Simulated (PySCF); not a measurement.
Correlation energy of Se⁺ (selenium, charge +1)

[Ar] 3d10 4s1 4p4, high-spin 4P determinant (an excited configuration). Computed with PySCF 2.14 in aug-cc-pVDZ-PP with ECP10MDF (5s4p3d, 32 functions), with a scalar-relativistic core potential. Frozen: 3s2 3p6 3d10; 5 electrons correlated.

```json
{"level": "CCSD", "correlation energy (mhartree)": "-94.53"}
{"level": "(T)", "correlation energy (mhartree)": "-3.61"}
{"level": "CCSD(T)", "correlation energy (mhartree)": "-98.14"}
{"level": "CCSDT", "correlation energy (mhartree)": "-99.61"}
```

Diagnostics: T1 = 0.015, D1 = 0.0392, largest double amplitude 0.240.

A double-excitation amplitude exceeds 0.15, a sign of near-degeneracy.

Cost of the coupled-cluster step: roughly 0.21 core-seconds, for 5 correlated electrons.

Iterations:

```
CC2 = 0
CCSD nocc = (np.int64(4), np.int64(1)), nmo = (23, 23)
frozen orbitals [[0, 1, 2, 3, 4, 5, 6, 7, 8], [0, 1, 2, 3, 4, 5, 6, 7, 8]]
max_cycle = 100
direct = 0
conv_tol = 1e-08
conv_tol_normt = 1e-06
diis_space = 8
diis_start_cycle = 0
Init t2, MP2 energy = -0.0602058317596387
Init E_corr(UCCSD) = -0.0602058317620248
cycle = 1  E_corr(UCCSD) = -0.0764014900168647  dE = -0.0161956583  norm(t1,t2) = 0.0851855
cycle = 2  E_corr(UCCSD) = -0.0829056648468682  dE = -0.00650417483  norm(t1,t2) = 0.055781
cycle = 3  E_corr(UCCSD) = -0.0945563027282539  dE = -0.0116506379  norm(t1,t2) = 0.0398797
cycle = 4  E_corr(UCCSD) = -0.0938923434853668  dE = 0.000663959243  norm(t1,t2) = 0.00742296
cycle = 5  E_corr(UCCSD) = -0.094858627421179  dE = -0.000966283936  norm(t1,t2) = 0.00298971
cycle = 6  E_corr(UCCSD) = -0.094487674469967  dE = 0.000370952951  norm(t1,t2) = 0.00146534
cycle = 7  E_corr(UCCSD) = -0.09447802594103  dE = 9.64852894e-06  norm(t1,t2) = 0.000625156
cycle = 8  E_corr(UCCSD) = -0.0945431086639465  dE = -6.50827229e-05  norm(t1,t2) = 0.000287315
cycle = 9  E_corr(UCCSD) = -0.0945205377110377  dE = 2.25709529e-05  norm(t1,t2) = 0.000123235
cycle = 10  E_corr(UCCSD) = -0.0945265335603627  dE = -5.99584933e-06  norm(t1,t2) = 3.76665e-05
cycle = 11  E_corr(UCCSD) = -0.0945257062453217  dE = 8.27315041e-07  norm(t1,t2) = 1.05604e-05
cycle = 12  E_corr(UCCSD) = -0.0945256574442336  dE = 4.88010881e-08  norm(t1,t2) = 7.29022e-06
cycle = 13  E_corr(UCCSD) = -0.0945256884683888  dE = -3.10241552e-08  norm(t1,t2) = 4.77054e-06
cycle = 14  E_corr(UCCSD) = -0.0945256686281413  dE = 1.98402475e-08  norm(t1,t2) = 1.49104e-06
cycle = 15  E_corr(UCCSD) = -0.0945256608784209  dE = 7.74972041e-09  norm(t1,t2) = 4.20963e-07
UCCSD converged
E(UCCSD) = -371.2246766133713  E_corr = -0.09452566087842086
UCCSD(T) correction = -0.00360736877929202
```
